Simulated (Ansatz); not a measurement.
System: C3H10GeN, charge 0, multiplicity 2. It need not be the lowest isomer of its formula. 
Geometry from a B3LYP-D3(BJ)/def2-TZVP (Ansatz, an electronic-structure program) optimisation:
SMILES: [CH2][Ge]([CH3])([CH3])[NH2]
```xyz
15

C      0.3595    -1.2578    -1.4621
Ge     0.0030    -0.0229    -0.0213
C     -1.8726     0.5794    -0.1239
C      1.2013     1.5353    -0.0475
N      0.4243    -0.9428     1.5409
H     -0.1671    -1.2196    -2.4088
H      1.1296    -2.0163    -1.3831
H     -2.5510    -0.2704    -0.0461
H     -2.0590     1.0862    -1.0723
H     -2.0904     1.2745     0.6878
H      2.2386     1.2069     0.0040
H      0.9934     2.1817     0.8067
H      1.0570     2.1121    -0.9610
H     -0.1189    -1.7836     1.6897
H      0.3733    -0.3805     2.3809
```
Charge 0, spin multiplicity 2.

Basis-set convergence of Hartree-Fock and CCSD correlation energies (hartree) with Ansatz. Valence correlation only, unless marked. UHF or UKS for open shells. No spin-orbit coupling. Frozen are the shells of the preceding noble gas and the d and f shells that filled before the atom's block. Non-relativistic.

```
basis    functions        E(HF)  E(corr, CCSD)
-------  ---------  -----------  -------------
cc-pVDZ        133  -2249.20125       -0.74727
cc-pVTZ        303  -2249.33573       -0.89709
cc-pVQZ        588  -2249.35153       -0.94182
```

Extrapolating the two largest sets (X = 3 and 4) as X^-3: E(corr) = (64·(-0.94182) - 27·(-0.89709))/37 = -0.9745 Eh, an estimate of the basis-set limit. The largest set recovers 96.7 % of it, the smallest 76.7 %.
